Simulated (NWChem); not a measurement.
**Worked example: ideal-gas entropy of GeH2Cl (SMILES [Cl][GeH2])**

A doublet with charge 0, relaxed at UB3LYP-D3(BJ)/6-31G* (spherical functions) (NWChem 7.3.0):

```xyz
4

Cl   -0.0052   -1.4773    0.0000
Ge   -0.0603    0.7159    0.0000
H     0.6995    1.1620   -1.2878
H     0.6995    1.1620    1.2878
```

Harmonic wavenumbers in cm⁻¹: 400, 582, 652, 827, 1998, 2063.

Masses in u: Cl 35.45, Ge 72.63, H 1.008. Take T = 298.15 K, p = 1 bar, R = 8.3145 J/(mol K), kT/hc = 207.22 cm⁻¹, rigid rotor and harmonic oscillator.

Q: Work out S° at 298 K.

A: 
1. Translation (Sackur–Tetrode): S = R[3/2 ln M + 5/2 ln T − 1.1517] with M = 110.096 gives 167.5 J/(mol K).
2. Rotation: principal moments 4.493, 118.438, 120.632 u Å² give A, B, C = 3.7522, 0.1423, 0.1397 cm⁻¹; the symmetry number is σ = 1; q = (√π/σ)√((kT/hc)³/ABC) = 19359; S = R(ln q + 3/2) = 94.5.
3. Vibration: with u = ν̃/207.22, each mode gives R[u/(eᵘ − 1) − ln(1 − e⁻ᵘ)]; the sum is 8.4, most from 400 cm⁻¹ (4.0), 582 cm⁻¹ (2.0), 652 cm⁻¹ (1.5).
4. Spin: R ln 2 = 5.8.
5. Sum: 167.5 + 94.5 + 8.4 + 5.8 = 276.2 J/(mol K).

No measured value is set beside it here.
